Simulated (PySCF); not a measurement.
Excitations are Tamm–Dancoff values on a coarser integration grid. The basis has no diffuse functions, so Rydberg states are missing or too high.

**CHNS, SMILES `N#CS` (charge 0, multiplicity 1)**

The numbers are results of PBE-D3(BJ)/def2-TZVP in PySCF, not measurements.

The HOMO comes out as -7.03 eV. The dipole moment comes out as 3.51 D and the LUMO comes out as -2.12 eV. The HOMO–LUMO gap is 4.91 eV, the S1 excitation (TDA) comes out as 5.04 eV and the S1 oscillator strength comes out as 0.000. The T1 excitation (TDA) is 4.62 eV and the S1–T1 gap (TDA) is 0.42 eV. The total energy is -491.3936 Ha and the cost is around 30 core-seconds (rough).

Bonds (Å): N1–C2 1.169, C2–S3 1.691, S3–H4 1.358. Bond angles (°): N1–C2–S3 176.1, C2–S3–H4 94.8.
